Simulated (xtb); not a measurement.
Job for xtb: GFN1-xTB on I, 2S+1 = 2, a spin state set in the input, which need not be the lowest.

```
$ xtb mol.xyz --gfn 1 --sp --chrg 0 --uhf 1
1

I      0.00000000     0.00000000     0.00000000
```

### Question
Predict the final total energy.

### Answer
-3.8858 hartree.
